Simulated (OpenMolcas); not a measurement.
Mn2+: Racah parameters, worked from levels

```
Program             : OpenMolcas
Basis               : ANO-RCC-VTZP [6s5p3d2f1g]
Scalar Hamiltonian  : X2C, point nucleus
Active space        : 5 electrons in 5 orbitals (3d)
State averaging     : 2S+1 = 6 even, 1 root; 2S+1 = 4 even, 24 roots (17 in the spin-orbit step); 2S+1 = 2 even, 75 roots (13 in the spin-orbit step)
Spin-orbit coupling : RASSI with atomic mean-field integrals over the reference wave functions, term energies averaged over their components
```

Methods: CASSCF; SS-CASPT2, IPEA 0.25 Eh, imaginary shift 0.1 Eh (closed shells correlated: 3s 3p).

**Racah parameters.** Above ⁶S, d5 has ⁴D at 17B + 5C, ⁴G at 10B + 5C and ⁴P at 7B + 7C. The first two fix B and C, and the third tests them; where it misses by thousands of cm-1, two parameters do not describe the configuration (Trees and configuration-interaction terms are left out) and B and C hang on the terms chosen. Term energies are centres of gravity, weighted by 2J + 1.

```csv
Source,⁴D,⁴G,B,C,C/B,"⁴P from B, C",⁴P found
CASSCF,40072,32205,1124,4193,3.73,37219,37062
SS-CASPT2,33607,27931,811,3964,4.89,33425,30680
```

Energies in cm-1. From CASSCF to SS-CASPT2, B changes by -27.8 % and C by -5.5 %.

CASPT2 does not keep the components of a term degenerate, so their means are used; among the terms shown or strongly mixed into the levels shown the widest spread is 63 cm-1 (3d⁵ ⁴G, SS-CASPT2). Some high roots are left out of the spin-orbit mixing, which shifts the levels that they would mix with. Without dynamic correlation excited terms often stand tens of per cent too high (terms of higher spin than the ground term too low), and those without a measured partner can miss by more than the paired ones (holds for CASSCF). Levels of configurations outside the active space are missing.
